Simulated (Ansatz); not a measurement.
Relaxation of H$_{8}$OSiSn (11 atoms, charge 0, multiplicity 1), to a largest force component of 0.03 eV/Å in at most 50 steps.

Level of theory: RKS PBE/def2-SVP in Ansatz.

```xyz
11
Properties=species:S:1:pos:R:3
Sn 0.447 -0.266 -0.536
O -0.676 -0.522 2.407
H -1.090 -1.397 2.539
H 1.214 -0.234 -2.096
H 0.569 1.321 0.128
H -1.213 -0.661 -0.794
Si 1.556 -1.971 0.953
H 0.598 -3.066 1.350
H 2.744 -2.643 0.309
H 2.069 -1.343 2.230
H 0.212 -0.642 2.830
```

Q: Where does it end, and by what steps?

A: The forces met the threshold. After 4 steps the energy has fallen by 0.050 eV; H11 moved furthest, 0.36 Å.

| step | energy less start (eV) | largest force component (eV/Å) | accepted |
| --- | --- | --- | --- |
| 0 | 0.0000 | 0.597 | yes |
| 1 | -0.0223 | 0.913 | yes |
| 2 | -0.0306 | 0.777 | yes |
| 3 | 0.0173 | 0.662 | no |
| 4 | -0.0497 | 0.025 | yes |

```xyz
11
Properties=species:S:1:pos:R:3
Sn 0.451 -0.258 -0.553
O -0.734 -0.524 2.377
H -1.037 -1.439 2.528
H 1.189 -0.219 -2.126
H 0.605 1.319 0.130
H -1.215 -0.643 -0.773
Si 1.611 -2.023 0.935
H 0.646 -3.108 1.339
H 2.769 -2.697 0.242
H 2.155 -1.402 2.195
H -0.010 -0.430 3.024
```

Whether the end is a true minimum wasn't checked by a vibrational analysis.

Time of the run: 8.8 s on 2 threads of Arm Neoverse V2, with other jobs on the host, peak memory 0.13 GiB.
